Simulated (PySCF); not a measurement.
CH6AlBO4, SMILES [Al]([OH])([OH])[CH2]B(O)O. Atoms are numbered in the order given.

```xyz
13

B     -1.5392    -0.1683     0.4956
O     -2.3339    -0.4978     1.5702
O     -1.6909    -0.8908    -0.6640
C     -0.4725     0.9984     0.6650
Al     1.1514     0.3773    -0.1913
O      2.7872     0.2044     0.3065
O      0.7567    -0.2103    -1.7783
H     -2.9088    -1.2492     1.3303
H     -0.9877    -0.6898    -1.3293
H     -0.7972     1.8534     0.0275
H     -0.3942     1.3574     1.7083
H      3.1083     0.4723     1.1815
H      1.3879    -0.6417    -2.3756
```
Charge 0, spin multiplicity 1.

Coordinates come from a PBE-D3(BJ)/def2-SVP optimisation. The structure was generated by enumeration; whether it is a known compound was not checked. Other conformers were not sampled.

Calculation: PBE-D3(BJ)/def2-SVP (PySCF).

Frequencies are harmonic and unscaled.

```json
[
 {"mode": "1", "ν (cm⁻¹)": "44", "IR (km/mol)": "0.7", "moving atoms (share of kinetic energy)": "O 66 %, C 15 %, H 13 %"},
 {"mode": "2", "ν (cm⁻¹)": "76", "IR (km/mol)": "0.1", "moving atoms (share of kinetic energy)": "O 87 %"},
 {"mode": "3", "ν (cm⁻¹)": "165", "IR (km/mol)": "11.5", "moving atoms (share of kinetic energy)": "O 66 %, Al 13 %, H 12 %"},
 {"mode": "4", "ν (cm⁻¹)": "199", "IR (km/mol)": "7.2", "moving atoms (share of kinetic energy)": "O 39 %, H 25 %, Al 21 %, C 12 %"},
 {"mode": "5", "ν (cm⁻¹)": "234", "IR (km/mol)": "13.3", "moving atoms (share of kinetic energy)": "O 47 %, Al 35 %, H 13 %"},
 {"mode": "6", "ν (cm⁻¹)": "252", "IR (km/mol)": "26.3", "moving atoms (share of kinetic energy)": "O 53 %, Al 28 %, H 11 %"},
 {"mode": "7", "ν (cm⁻¹)": "320", "IR (km/mol)": "118.4", "moving atoms (share of kinetic energy)": "H 87 %, O 12 %"},
 {"mode": "8", "ν (cm⁻¹)": "328", "IR (km/mol)": "25.4", "moving atoms (share of kinetic energy)": "O 46 %, H 36 %"},
 {"mode": "9", "ν (cm⁻¹)": "371", "IR (km/mol)": "96.1", "moving atoms (share of kinetic energy)": "H 83 %, O 14 %"},
 {"mode": "10", "ν (cm⁻¹)": "437", "IR (km/mol)": "11.9", "moving atoms (share of kinetic energy)": "H 35 %, O 32 %, B 19 %, C 12 %"},
 {"mode": "11", "ν (cm⁻¹)": "501", "IR (km/mol)": "6.8", "moving atoms (share of kinetic energy)": "O 34 %, H 34 %, B 19 %, C 12 %"},
 {"mode": "12", "ν (cm⁻¹)": "550", "IR (km/mol)": "179.1", "moving atoms (share of kinetic energy)": "H 78 %, O 18 %"},
 {"mode": "13", "ν (cm⁻¹)": "582", "IR (km/mol)": "94.1", "moving atoms (share of kinetic energy)": "H 79 %, C 12 %"},
 {"mode": "14", "ν (cm⁻¹)": "635", "IR (km/mol)": "79.9", "moving atoms (share of kinetic energy)": "H 49 %, O 42 %, C 9 %"},
 {"mode": "15", "ν (cm⁻¹)": "651", "IR (km/mol)": "59.3", "moving atoms (share of kinetic energy)": "H 41 %, B 31 %, O 15 %, C 11 %"},
 {"mode": "16", "ν (cm⁻¹)": "676", "IR (km/mol)": "62.5", "moving atoms (share of kinetic energy)": "H 54 %, C 30 %, O 10 %"},
 {"mode": "17", "ν (cm⁻¹)": "751", "IR (km/mol)": "41.3", "moving atoms (share of kinetic energy)": "H 86 %, O 9 %"},
 {"mode": "18", "ν (cm⁻¹)": "766", "IR (km/mol)": "9.4", "moving atoms (share of kinetic energy)": "O 35 %, C 32 %, H 26 %"},
 {"mode": "19", "ν (cm⁻¹)": "800", "IR (km/mol)": "125.9", "moving atoms (share of kinetic energy)": "Al 37 %, O 31 %, H 26 %"},
 {"mode": "20", "ν (cm⁻¹)": "881", "IR (km/mol)": "82.7", "moving atoms (share of kinetic energy)": "O 41 %, Al 41 %, H 16 %"},
 {"mode": "21", "ν (cm⁻¹)": "919", "IR (km/mol)": "41.7", "moving atoms (share of kinetic energy)": "H 66 %, B 14 %, C 14 %"},
 {"mode": "22", "ν (cm⁻¹)": "972", "IR (km/mol)": "52.3", "moving atoms (share of kinetic energy)": "H 52 %, C 26 %, O 14 %"},
 {"mode": "23", "ν (cm⁻¹)": "1013", "IR (km/mol)": "146.2", "moving atoms (share of kinetic energy)": "H 64 %, O 29 %"},
 {"mode": "24", "ν (cm⁻¹)": "1161", "IR (km/mol)": "54.4", "moving atoms (share of kinetic energy)": "H 76 %, B 12 %, O 9 %"},
 {"mode": "25", "ν (cm⁻¹)": "1307", "IR (km/mol)": "102.5", "moving atoms (share of kinetic energy)": "H 74 %, B 17 %"},
 {"mode": "26", "ν (cm⁻¹)": "1346", "IR (km/mol)": "281.1", "moving atoms (share of kinetic energy)": "B 42 %, H 35 %, O 13 %, C 9 %"},
 {"mode": "27", "ν (cm⁻¹)": "1420", "IR (km/mol)": "293.0", "moving atoms (share of kinetic energy)": "B 66 %, O 19 %, H 14 %"},
 {"mode": "28", "ν (cm⁻¹)": "2976", "IR (km/mol)": "0.4", "moving atoms (share of kinetic energy)": "H 94 %"},
 {"mode": "29", "ν (cm⁻¹)": "3084", "IR (km/mol)": "2.3", "moving atoms (share of kinetic energy)": "H 91 %, C 9 %"},
 {"mode": "30", "ν (cm⁻¹)": "3455", "IR (km/mol)": "398.3", "moving atoms (share of kinetic energy)": "H 94 %"},
 {"mode": "31", "ν (cm⁻¹)": "3710", "IR (km/mol)": "37.3", "moving atoms (share of kinetic energy)": "H 94 %"},
 {"mode": "32", "ν (cm⁻¹)": "3809", "IR (km/mol)": "72.7", "moving atoms (share of kinetic energy)": "H 94 %"},
 {"mode": "33", "ν (cm⁻¹)": "3817", "IR (km/mol)": "80.3", "moving atoms (share of kinetic energy)": "H 94 %"}
]
```
